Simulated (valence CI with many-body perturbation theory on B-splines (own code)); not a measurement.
**Missing levels of Os44+**

Method: valence CI with perturbative core correlation (CI+MBPT): four valence electrons over a frozen Dirac-Fock core [Ar] 3d10, a basis of 11 s, 11 p, 9 d, 7 f, 5 g, 2 h, 1 i functions for each j, with the one-electron correlation potential Σ1, the two-electron term Σ2, the three-electron term Σ3, Breit, model QED; selected CI, second order for the rest (own B-spline code, finite nucleus).

No measured spectrum was set against this ion. As an estimate, large intervals hold to a few tenths of a per cent, small ones and those within an open d or f shell to about a per cent.

```tsv
Level	E (eV)
(4s^2 4p1/2^2) J=0	0.00
(4s^2 4p1/2 4p3/2) J=1	?
(4s^2 4p1/2 4p3/2) J=2	?
(4s 4p1/2^2 4p3/2) J=2	207.50
(4s^2 4p3/2^2) J=2	220.29
(4s 4p1/2^2 4p3/2) J=1	222.75
(4s^2 4p3/2^2) J=0	229.92
(4s^2 4p1/2 4d3/2) J=2	266.43
(4s^2 4p1/2 4d3/2) J=1	285.48
(4s^2 4p1/2 4d5/2) J=2	?
(4s^2 4p1/2 4d5/2) J=3	298.47
(4s 4p1/2 4p3/2^2) J=2 [a]	?
(4s 4p1/2 4p3/2^2) J=3	321.32
(4s 4p1/2 4p3/2^2) J=0	325.89
(4s 4p1/2 4p3/2^2) J=1 [a]	?
(4s 4p1/2 4p3/2^2) J=2 [b]	335.64
(4s 4p1/2 4p3/2^2) J=1 [b]	337.22
(4s 4p1/2^2 4d3/2) J=1	368.96
(4s 4p1/2^2 4d3/2) J=2	372.49
(4s^2 4p3/2 4d3/2) J=2	?
```

Levels are named by their leading jj configuration (3d3/2^4 stands for four electrons in 3d with j = 3/2), which in mixed levels can hold well under half, so a name can repeat and another be missing. Letters in brackets count levels of one name in rising energy.

(1) The levels stand in rising order. What does the calculation give for the missing energies?

## Answers

(1) (4s^2 4p1/2 4p3/2) J=1 106.23; (4s^2 4p1/2 4p3/2) J=2 110.68; (4s^2 4p1/2 4d5/2) J=2 295.83; (4s 4p1/2 4p3/2^2) J=2 [a] 314.61; (4s 4p1/2 4p3/2^2) J=1 [a] 333.15; (4s^2 4p3/2 4d3/2) J=2 389.24.
